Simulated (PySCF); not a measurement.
PySCF input (M06-2X/def2-TZVPD):

```python
from pyscf import gto, scf, dft

mol = gto.M(
    atom='''
    C     1.63556815    0.05486500    0.11520225
    C     0.46822139   -0.75086968   -0.32285805
    C    -0.84603114   -0.30944513    0.29343822
    F    -1.13289994    1.00675974   -0.08397059
    H     1.52258125    1.11061883    0.31659219
    H     2.63304960   -0.35995624    0.09317250
    H     0.35432244   -0.70670829   -1.41792552
    H     0.61564495   -1.81003933   -0.08488482
    H    -0.80191164   -0.32928802    1.38458103
    H    -1.67413743   -0.93276586   -0.05049448
    ''',
    basis='def2-tzvpd',
    charge=0,
    spin=1,
    verbose=4,
)

mf = dft.UKS(mol, xc='m062x').density_fit(auxbasis='def2-universal-jkfit')
mf.grids.level = 4
mf.conv_tol = 1e-9
mf.max_cycle = 100
mf.max_memory = 1500
mf.kernel()
if not mf.converged:
    mf = mf.newton()
    mf.kernel(mf.make_rdm1())
for _ in range(2):
    mo, _, stable, _ = mf.stability(return_status=True)
    if stable:
        break
    mf.kernel(mf.make_rdm1(mo, mf.mo_occ))
mf.analyze()
```

Output:

```
PySCF version 2.14.0

[INPUT] verbose = 4
[INPUT] num. atoms = 10
[INPUT] num. electrons = 33
[INPUT] charge = 0
[INPUT] spin (= nelec alpha-beta = 2S) = 1
[INPUT] symmetry False subgroup None
[INPUT] Mole.unit = angstrom
[INPUT] Symbol           X                Y                Z      unit          X                Y                Z       unit  Magmom
[INPUT]  1 C      1.635568150000   0.054865000000   0.115202250000 AA    3.090775861562   0.103679823824   0.217700701434 Bohr   0.0
[INPUT]  2 C      0.468221390000  -0.750869680000  -0.322858050000 AA    0.884810192763  -1.418938050440  -0.610113291611 Bohr   0.0
[INPUT]  3 C     -0.846031140000  -0.309445130000   0.293438220000 AA   -1.598767147454  -0.584766546280   0.554517870280 Bohr   0.0
[INPUT]  4 F     -1.132899940000   1.006759740000  -0.083970590000 AA   -2.140870613136   1.902500181838  -0.158681417618 Bohr   0.0
[INPUT]  5 H      1.522581250000   1.110618830000   0.316592190000 AA    2.877261564898   2.098765417485   0.598272532276 Bohr   0.0
[INPUT]  6 H      2.633049600000  -0.359956240000   0.093172500000 AA    4.975742616396  -0.680218710428   0.176070507341 Bohr   0.0
[INPUT]  7 H      0.354322440000  -0.706708290000  -1.417925520000 AA    0.669572371388  -1.335485118060  -2.679490897832 Bohr   0.0
[INPUT]  8 H      0.615644950000  -1.810039330000  -0.084884820000 AA    1.163400345472  -3.420478608391  -0.160409061933 Bohr   0.0
[INPUT]  9 H     -0.801911640000  -0.329288020000   1.384581030000 AA   -1.515393375701  -0.622264173900   2.616478943968 Bohr   0.0
[INPUT] 10 H     -1.674137430000  -0.932765860000  -0.050494480000 AA   -3.163661237583  -1.762672013744  -0.095420738002 Bohr   0.0

nuclear repulsion = 122.393252358439
number of shells = 83
number of NR pGTOs = 277
number of NR cGTOs = 205
basis = def2-tzvpd
ecp = {}

******** <class 'pyscf.df.df_jk.DFUKS'> ********
method = DFUKS
initial guess = minao
damping factor = 0
level_shift factor = 0
DIIS = <class 'pyscf.scf.diis.CDIIS'>
diis_start_cycle = 1
diis_space = 8
diis_damp = 0
SCF conv_tol = 1e-09
SCF conv_tol_grad = None
SCF max_cycles = 100
direct_scf = False
number electrons alpha = 17  beta = 16
XC library pyscf.dft.libxc version 7.1.2
    S. Lehtola, C. Steigemann, M. J. T. Oliveira, and M. A. L. Marques,  SoftwareX 7, 1–5 (2018)
XC functionals = m062x
    Y. Zhao and D. G. Truhlar,  Theor. Chem. Acc. 120, 215 (2008)
    Y. Zhao and D. G. Truhlar,  Theor. Chem. Acc. 120, 215 (2008)
radial grids:
    Treutler-Ahlrichs [JCP 102, 346 (1995); DOI:10.1063/1.469408] (M4) radial grids

becke partition: Becke, JCP 88, 2547 (1988); DOI:10.1063/1.454033
pruning grids: <function nwchem_prune>
grids dens level: 4
symmetrized grids: False
atomic radii adjust function: <function treutler_atomic_radii_adjust>
small_rho_cutoff = 0
Set gradient conv threshold to 3.16228e-05
tot grids = 208912
******** <class 'pyscf.df.df.DF'> ********
auxbasis = def2-universal-jkfit
[...]
  beta  nocc = 16  HOMO = -0.407026157413723  LUMO = -0.0316802840709087
  HOMO = -0.266468680866  LUMO = -0.0316802840709  gap/eV = 6.38892
Extra cycle  E= -217.693103813614  delta_E= -8.24e-12  |g|= 3.2e-06  |ddm|= 1.53e-05
converged SCF energy = -217.693103813614  <S^2> = 0.75521185  2S+1 = 2.0052051
uhf_internal: lowest eigs of H = [0.39537795 0.44171771 0.4595785 ]
<class 'pyscf.df.df_jk.DFUKS'> wavefunction is stable in the internal stability analysis
**** SCF Summaries ****
Total Energy =                        -217.693103813613618
Nuclear Repulsion Energy =             122.393252358438929
One-electron Energy =                 -539.350509004286096
Two-electron Energy =                  199.264152832233577
Two-electron Coulomb Energy =          228.138319515170224
DFT Exchange-Correlation Energy =      -28.874166682936643
HOMO-LUMO gap [eV] =                     6.388917698214291
**** MO energy ****
                             alpha | beta                alpha | beta
MO #1   energy= -25.2248161393535  | -25.2247943469225  occ= 1 | 1
MO #2   energy= -10.6132901924484  | -10.6130101088974  occ= 1 | 1
MO #3   energy= -10.5490982595284  | -10.5497269949011  occ= 1 | 1
MO #4   energy= -10.5465866309178  | -10.5397431152295  occ= 1 | 1
MO #5   energy= -1.32960233561731  | -1.32952852586862  occ= 1 | 1
MO #6   energy= -0.898472115092233 | -0.887738274946827 occ= 1 | 1
MO #7   energy= -0.780482311108873 | -0.761615339729566 occ= 1 | 1
MO #8   energy= -0.683987575165084 | -0.665171080501338 occ= 1 | 1
MO #9   energy= -0.584865636989533 | -0.582904379348675 occ= 1 | 1
MO #10  energy= -0.582727084215713 | -0.579777146435616 occ= 1 | 1
MO #11  energy= -0.549040052361711 | -0.545402400553574 occ= 1 | 1
MO #12  energy= -0.500358978937716 | -0.489790248875523 occ= 1 | 1
MO #13  energy= -0.484242929751786 | -0.47463150897517  occ= 1 | 1
MO #14  energy= -0.453837236781325 | -0.444798324346703 occ= 1 | 1
MO #15  energy= -0.411813046781988 | -0.40797116456761  occ= 1 | 1
MO #16  energy= -0.410025299235435 | -0.407026157413723 occ= 1 | 1
MO #17  energy= -0.266468680866225 | -0.0316802840709087 occ= 1 | 0
MO #18  energy= 0.0215379335880265 | 0.0167148144908681 occ= 0 | 0
MO #19  energy= 0.03998067860898   | 0.0347032312665496 occ= 0 | 0
MO #20  energy= 0.0438737014438834 | 0.042793705376483  occ= 0 | 0
MO #21  energy= 0.0643914753725619 | 0.0605038337711774 occ= 0 | 0
MO #22  energy= 0.0835380297335003 | 0.0797982813155632 occ= 0 | 0
MO #23  energy= 0.0895045360818794 | 0.0818046195641756 occ= 0 | 0
MO #24  energy= 0.105616195217818  | 0.100506447701911  occ= 0 | 0
MO #25  energy= 0.107416154594347  | 0.102267650348173  occ= 0 | 0
MO #26  energy= 0.133769459815126  | 0.129555076262037  occ= 0 | 0
MO #27  energy= 0.143708956087554  | 0.137277562039124  occ= 0 | 0
MO #28  energy= 0.147902132842545  | 0.144018709249486  occ= 0 | 0
MO #29  energy= 0.16203194357756   | 0.149219984914093  occ= 0 | 0
MO #30  energy= 0.170126736820549  | 0.162282758207241  occ= 0 | 0
MO #31  energy= 0.18132502451643   | 0.175642018738338  occ= 0 | 0
MO #32  energy= 0.198353575123708  | 0.180818237630242  occ= 0 | 0
MO #33  energy= 0.20679974941658   | 0.194642798285916  occ= 0 | 0
MO #34  energy= 0.21657519210435   | 0.214595181540765  occ= 0 | 0
MO #35  energy= 0.23145205019536   | 0.226163493259485  occ= 0 | 0
MO #36  energy= 0.245056107799989  | 0.242138295583186  occ= 0 | 0
MO #37  energy= 0.255507256755356  | 0.249463517028119  occ= 0 | 0
MO #38  energy= 0.261131193152729  | 0.252230402057207  occ= 0 | 0
MO #39  energy= 0.262622834647571  | 0.257206974269852  occ= 0 | 0
MO #40  energy= 0.279738815766163  | 0.272668638375791  occ= 0 | 0
MO #41  energy= 0.282472720567133  | 0.27361791092163   occ= 0 | 0
MO #42  energy= 0.284668782495396  | 0.280971551911197  occ= 0 | 0
MO #43  energy= 0.289793754976529  | 0.288839708402362  occ= 0 | 0
MO #44  energy= 0.301732499402629  | 0.297352658789906  occ= 0 | 0
MO #45  energy= 0.31057490083952   | 0.303671571082009  occ= 0 | 0
MO #46  energy= 0.318273865361957  | 0.306159210542522  occ= 0 | 0
MO #47  energy= 0.324478399322602  | 0.32044520102367   occ= 0 | 0
MO #48  energy= 0.331231985086889  | 0.322125613031168  occ= 0 | 0
MO #49  energy= 0.339627283098431  | 0.335369497292547  occ= 0 | 0
MO #50  energy= 0.358560548644532  | 0.341634286860841  occ= 0 | 0
MO #51  energy= 0.372354732950008  | 0.358686864507704  occ= 0 | 0
MO #52  energy= 0.378600820312189  | 0.363328289854853  occ= 0 | 0
MO #53  energy= 0.3861748166183    | 0.373484035645169  occ= 0 | 0
MO #54  energy= 0.389081102939024  | 0.38574017147669   occ= 0 | 0
MO #55  energy= 0.398090376476339  | 0.394675289303495  occ= 0 | 0
MO #56  energy= 0.410502173205412  | 0.401970147491878  occ= 0 | 0
MO #57  energy= 0.418059424179033  | 0.403577004702834  occ= 0 | 0
MO #58  energy= 0.429009311371005  | 0.412826347076372  occ= 0 | 0
MO #59  energy= 0.435732787634077  | 0.422996027793332  occ= 0 | 0
MO #60  energy= 0.43959529537615   | 0.434103490079376  occ= 0 | 0
MO #61  energy= 0.455318292538027  | 0.444911864394659  occ= 0 | 0
MO #62  energy= 0.461834105549393  | 0.447044242756975  occ= 0 | 0
MO #63  energy= 0.472316758669576  | 0.463646110805391  occ= 0 | 0
MO #64  energy= 0.477908734465565  | 0.470433075777181  occ= 0 | 0
MO #65  energy= 0.482615073639868  | 0.476285368640028  occ= 0 | 0
MO #66  energy= 0.516823352552043  | 0.4942261671154    occ= 0 | 0
MO #67  energy= 0.524653260185182  | 0.508899699667487  occ= 0 | 0
MO #68  energy= 0.535567844070026  | 0.523627934540591  occ= 0 | 0
MO #69  energy= 0.575551880662451  | 0.570902070600808  occ= 0 | 0
MO #70  energy= 0.600157789332733  | 0.59242575952461   occ= 0 | 0
MO #71  energy= 0.636135656736771  | 0.628888209016032  occ= 0 | 0
MO #72  energy= 0.64590807488242   | 0.637541470877637  occ= 0 | 0
MO #73  energy= 0.659992170261143  | 0.640811368754596  occ= 0 | 0
MO #74  energy= 0.675843938131334  | 0.66823587253613   occ= 0 | 0
MO #75  energy= 0.686040457041322  | 0.677484316494491  occ= 0 | 0
MO #76  energy= 0.695242776740797  | 0.685228891774266  occ= 0 | 0
MO #77  energy= 0.701217420655371  | 0.691448484916171  occ= 0 | 0
MO #78  energy= 0.715571427221383  | 0.705679755160007  occ= 0 | 0
MO #79  energy= 0.719473602331173  | 0.712292904245823  occ= 0 | 0
MO #80  energy= 0.734139319855388  | 0.725612759478477  occ= 0 | 0
MO #81  energy= 0.743158001879398  | 0.746245574127092  occ= 0 | 0
MO #82  energy= 0.761786675353895  | 0.76036340369342   occ= 0 | 0
MO #83  energy= 0.770762046733907  | 0.763040510147263  occ= 0 | 0
MO #84  energy= 0.77672175312477   | 0.774311315658391  occ= 0 | 0
MO #85  energy= 0.785592351846038  | 0.783737407404301  occ= 0 | 0
MO #86  energy= 0.820525855593207  | 0.815755988151107  occ= 0 | 0
MO #87  energy= 0.846049603755646  | 0.842894473751388  occ= 0 | 0
MO #88  energy= 0.867045345772878  | 0.86099852194491   occ= 0 | 0
MO #89  energy= 0.872728438836944  | 0.864581359134483  occ= 0 | 0
MO #90  energy= 0.949830519786417  | 0.950056456849886  occ= 0 | 0
MO #91  energy= 0.973338140714203  | 0.972881889899636  occ= 0 | 0
MO #92  energy= 1.00248934826494   | 0.997920015456668  occ= 0 | 0
MO #93  energy= 1.01285629736574   | 1.01051494424721   occ= 0 | 0
MO #94  energy= 1.04148966907829   | 1.03983358342563   occ= 0 | 0
MO #95  energy= 1.06746499024424   | 1.068359904433     occ= 0 | 0
MO #96  energy= 1.14212748466808   | 1.14414383738538   occ= 0 | 0
MO #97  energy= 1.14958128439496   | 1.15279229935162   occ= 0 | 0
MO #98  energy= 1.18135332738916   | 1.17992028267559   occ= 0 | 0
MO #99  energy= 1.20460420880556   | 1.20284746992686   occ= 0 | 0
MO #100 energy= 1.2363846579781    | 1.23482455079822   occ= 0 | 0
MO #101 energy= 1.25004683706181   | 1.25113173993269   occ= 0 | 0
MO #102 energy= 1.25578909251632   | 1.25471710912506   occ= 0 | 0
MO #103 energy= 1.2926614883424    | 1.28922239865346   occ= 0 | 0
MO #104 energy= 1.32971513006615   | 1.3293353387904    occ= 0 | 0
[...]
```

It need not be the lowest isomer of its formula.
